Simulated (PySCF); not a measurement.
## Carbon: a sound run and one with changed settings

Sound run: C⁺ [He] 2s2 2p1, C²⁺ [He] 2s2. Calculation: PySCF 2.14, in cc-pVTZ-DK (4s3p2d1f, 30 functions); the spin-free X2C one-electron Hamiltonian (Gaussian nucleus). The sound run starts from symmetry-adapted Hartree-Fock orbitals and uses a fine grid where one is needed.

A second run was set up differently.

```tsv
species	method	sound run (hartree)	changed run (hartree)	converged
C⁺	UHF	-37.30986	-37.30986	yes
C⁺	MN15	-37.41484	-37.37033	yes
C⁺	M06-L	-37.44304	-37.51343	yes
C²⁺	UHF	-36.42264	-36.42264	yes
C²⁺	MN15	-36.51802	-36.47882	yes
C²⁺	M06-L	-36.53018	-36.56881	yes
```

Ionisation energy of C⁺:

| method | sound run (eV) | changed run (eV) |
| --- | --- | --- |
| UHF | 24.142 | 24.142 |
| MN15 | 24.404 | 24.259 |
| M06-L | 24.840 | 25.705 |

What was changed?
A. all electrons correlated in a valence basis
B. too few SCF iterations
C. basis contracted for another Hamiltonian
D. radial grid too coarse

D. It used radial step 0.8 in ln r (0.13 in the sound run). A coarse radial grid mis-integrates the density and the exchange-correlation energy, with errors of either sign; Hartree-Fock needs no grid.
